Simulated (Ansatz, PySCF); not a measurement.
C$_{6}$H$_{15}$B, singlet, geometry from GFN2-xTB. Base run: CASSCF(6,5)/STO-3G run with PySCF.

Input for PySCF:
```python
from pyscf import gto, scf, mcscf
import numpy

mol = gto.Mole()
mol.atom = '''
    B    -0.072866    0.619968    0.521022
    H     0.337036    1.502198    1.177132
    C    -0.856492    0.996783   -0.803485
    C    -1.390594   -0.169293   -1.639585
    C    -0.002890    1.915582   -1.695531
    H    -1.724579    1.595054   -0.490032
    H    -1.936007    0.198545   -2.507874
    H    -0.574188   -0.793985   -1.994803
    H    -2.066328   -0.787196   -1.052984
    H     0.332249    2.789869   -1.143307
    H    -0.574217    2.250003   -2.559947
    H     0.874776    1.381767   -2.054231
    C     0.245289   -0.866960    0.963919
    C     0.271017   -1.069850    2.482435
    C     1.632710   -1.207175    0.384709
    H    -0.459591   -1.592584    0.546377
    H     0.540555   -2.095700    2.730782
    H     0.995463   -0.403927    2.945766
    H    -0.706700   -0.860232    2.910962
    H     1.631689   -1.127497   -0.699816
    H     1.913992   -2.223596    0.655226
    H     2.385937   -0.527093    0.776874
'''
mol.basis = 'sto-3g'
mol.charge = 0
mol.spin = 0
mol.verbose = 3
mol.build()

mf = scf.RHF(mol)
mf.kernel()
mc = mcscf.CASSCF(mf, 5, 6)
mc.fix_spin_(ss=0.0)
mc.kernel()
occ = numpy.linalg.eigvalsh(mc.fcisolver.make_rdm1(mc.ci, mc.ncas, mc.nelecas))[::-1]
ss = mc.fcisolver.spin_square(mc.ci, mc.ncas, mc.nelecas)[0]
print('natural occupations', occ.round(4), ' <S^2>', round(ss, 4))
```

Programs used: Ansatz (a first-principles code), PySCF; a row that names a program was run with it.

The base run was repeated with changes; each row names its change, and settings that it needs were set with it.

| change | ΔE vs base (kcal/mol) | natural occupations | <S^2> of the state |
|---|---|---|---|
| base | 0.000 | 2.00 1.99 1.98 0.02 0.02 | 0.00 |
| orbitals = fixed (CASCI) | 17.97 | 2.00 2.00 2.00 0.00 0.00 | 0.00 |
| code = ansatz | -1.13 | - | - |
| state_average = 2 states | 10.86 | - | - |
| start = MP2 natural orbitals | 0.433 | 2.00 1.98 1.98 0.02 0.02 | 0.00 |
| orbitals = fixed (CASCI); correction = SC-NEVPT2 | -198.3 | 2.00 2.00 2.00 0.00 0.00 | 0.00 |
| conv_tol = 1e-5 | 0.005 | 2.00 1.99 1.98 0.02 0.02 | 0.00 |
| fix_spin_ = off | 0.000 | 2.00 1.99 1.98 0.02 0.02 | 0.00 |
| code = ansatz; correction = SC-NEVPT2, all electrons | -203.7 | - | - |
| active space = 2 electrons, 3 orbitals | 10.74 | 1.98 0.01 0.00 | 0.00 |
| active space = 4 electrons, 6 orbitals | 1.64 | 1.98 1.98 0.02 0.01 0.00 0.00 | 0.00 |

Active orbitals are taken around the Fermi level unless the row says otherwise; CASSCF can end in different local minima, and two programs can end on different orbitals. State-averaged rows give the lowest state.
